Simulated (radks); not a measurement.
Values are calculated unless marked as measured or tabulated.
How relativity changes the ionisation of the boron ion B+ ([He] 2s2) to B2+ ([He] 2s1). Spin-unpolarised spherical Kohn-Sham, PBE, point nucleus unless stated (finite: rms radius 2.406 fm), a radial shooting solver on a logarithmic mesh with Libxc functionals. A level marked "c x" has the speed of light scaled by that factor.

| level | E(B+) (hartree) | E(B2+) (hartree) | IE (eV) | HOMO | <r> HOMO (bohr) |
|---|---|---|---|---|---|
| non-rel. | -24.29343 | -23.35945 | 25.415 | 2s | 1.780 |
| scalar-rel. | -24.30114 | -23.36689 | 25.422 | 2s | 1.779 |
| scalar-rel., finite nucleus | -24.30114 | -23.36689 | 25.422 | 2s | 1.779 |
| Dirac | -24.30114 | -23.36689 | 25.422 | 2s1/2 | 1.779 |
| Dirac, finite nucleus | -24.30114 | -23.36689 | 25.422 | 2s1/2 | 1.779 |
| Dirac, c x 1.25 | -24.29836 | -23.36421 | 25.420 | 2s1/2 | 1.779 |
| Dirac, c x 10 | -24.29351 | -23.35953 | 25.415 | 2s1/2 | 1.780 |
| Dirac, c x 100 | -24.29344 | -23.35945 | 25.415 | 2s1/2 | 1.780 |

NIST Atomic Spectra Database: 25.155 eV (measured). The relativistic part of the total energy of B+ is -0.007704 hartree (Dirac, finite nucleus), 0.032 % of the non-relativistic value. Spin polarisation and multiplet splitting of open shells are left out at every level.

Beside tabulated values, note that spin-unpolarised runs miss the spin-polarisation part of the exchange energy of open shells.
